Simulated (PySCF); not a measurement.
Identify the unknown among the candidates.

All candidates are C6H6F3N.

| technique | computed result |
| --- | --- |
| 1H NMR | chemical shifts (computed TMS as zero) by class: 7.66 (1 H), 3.69 (3 H), 3.37 (2 H) ppm [GIAO PBE0/pcSseg-1] |
| 13C NMR | chemical shifts (computed TMS as zero) by class: 159.1 (1 C), 123.8 (1 C), 93.4 (1 C), 77.9 (1 C), 50.4 (1 C), 29.8 (1 C) ppm [GIAO PBE0/pcSseg-1] |
| NMR, other nuclei | isotropic shieldings of nuclei other than C and H, by class: -118 (1 N), 234 (3 F) ppm [GIAO PBE0/pcSseg-1] |
| Dipole | 3.48 D [PBE0/pcSseg-1] |
| Rotational structure | rotational constants A, B, C: 3.190, 0.448, 0.427 GHz [GFN2-xTB] |

Electronic properties: PySCF, gas phase, density fitting. Levels stand in brackets. The structure is a single GFN2-xTB conformer in the gas phase; no vibrational or solvent corrections. NMR values are class means; diastereotopic atoms form classes of their own.

Question: Which candidate is it?
A. `C/C(=C/C#N)CC(F)(F)F`
B. `C=C(CC(F)F)[C@H](F)C#N`
C. `FC(F)(F)Cn1cccc1`
D. `FC(F)(F)Cc1ccc[nH]1`
E. `C/N=C/CC#CC(F)(F)F`

Answer: E. It is `C/N=C/CC#CC(F)(F)F`. Numbering: `[CH3:1]/[N:2]=[CH:3]/[CH2:4][C:5]#[C:6][C:7]([F:8])([F:9])[F:10]`. Its formula, C6H6F3N, gives 3 degrees of unsaturation: 0 rings and 3 π bonds in the structure found. 6 carbons fall into 6 classes; from least to most shielded: imine carbon [C3] (159.1 ppm), CF3 carbon [C7] (123.8 ppm), alkyne carbon [C5] (93.4 ppm), alkyne carbon [C6] (77.9 ppm), N-methyl carbon [C1] (50.4 ppm), propargylic carbon [C4] (29.8 ppm). Hydrogen classes from least to most shielded: 1 H on an imine carbon, C3 (7.66 ppm), 3 H on an N-methyl carbon, C1 (3.69 ppm, a mean of values up to 0.9 ppm apart in this geometry), 2 H on a propargylic carbon, C4 (3.37 ppm). The other shieldings belong to: -118 ppm, imine nitrogen [N2]; 234 ppm, fluorine of a CF3 group [F8/F9/F10]. The optimised geometry has point group C1 and is an asymmetric top.

The others, at the same levels:
- `FC(F)(F)Cc1ccc[nH]1` fails: its computed 13C shifts are 134.9 (1 C), 122.3 (1 C), 122.0 (1 C), 116.2 (1 C), 114.2 (1 C), 37.9 (1 C) ppm, 1H shifts are 7.90 (1 H), 6.78 (1 H), 6.42 (1 H), 6.39 (1 H), 3.38 (2 H) ppm and smallest rotational constant is 0.765 GHz (against 0.427 GHz).
- `FC(F)(F)Cn1cccc1` fails: it has 4 carbon classes against 6; its computed 13C shifts are 132.7 (1 C), 125.4 (2 C), 116.2 (2 C), 55.2 (1 C) ppm, 1H shifts are 6.65 (2 H), 6.51 (2 H), 4.30 (2 H) ppm and smallest rotational constant is 0.797 GHz (against 0.427 GHz).
- `C/C(=C/C#N)CC(F)(F)F` fails: its computed 13C shifts are 164.6 (1 C), 134.1 (1 C), 121.0 (1 C), 108.4 (1 C), 45.5 (1 C), 26.4 (1 C) ppm, 1H shifts are 5.49 (1 H), 3.34 (2 H), 2.21 (3 H) ppm and rotational constant A is 1.919 GHz (against 3.190 GHz).
- `C=C(CC(F)F)[C@H](F)C#N` fails: its computed 13C shifts are 144.4 (1 C), 125.3 (1 C), 124.6 (1 C), 119.6 (1 C), 82.4 (1 C), 42.4 (1 C) ppm, 1H shifts are 6.12 (1 H), 6.00 (1 H), 5.90 (1 H), 5.86 (1 H), 2.89 (1 H), 2.74 (1 H) ppm and rotational constant A is 1.972 GHz (against 3.190 GHz).

Each candidate is one conformer, not necessarily the lowest. Dipoles, sizes and rotational constants follow the conformer. The torsions of the flexible species, by atom-mapped SMILES:
- `[CH3:1]/[N:2]=[CH:3]/[CH2:4][C:5]#[C:6][C:7]([F:8])([F:9])[F:10]`: N2–C3–C4–C5 127°
- `[F:1][C:2]([F:3])([F:4])[CH2:5][c:6]1[cH:7][cH:8][cH:9][nH:10]1`: F1–C2–C5–C6 59°, C2–C5–C6–C7 -112°
- `[F:1][C:2]([F:3])([F:4])[CH2:5][n:6]1[cH:7][cH:8][cH:9][cH:10]1`: F1–C2–C5–N6 60°, C2–C5–N6–C7 88°
- `[CH3:1]/[C:2](=[CH:3]/[C:4]#[N:5])[CH2:6][C:7]([F:8])([F:9])[F:10]`: C1–C2–C6–C7 -70°, C2–C6–C7–F8 -47°
- `[CH2:1]=[C:2]([CH2:3][CH:4]([F:5])[F:6])[C@H:7]([F:8])[C:9]#[N:10]`: C1–C2–C3–C4 -94°, C2–C3–C4–F5 175°, C1–C2–C7–F8 8°
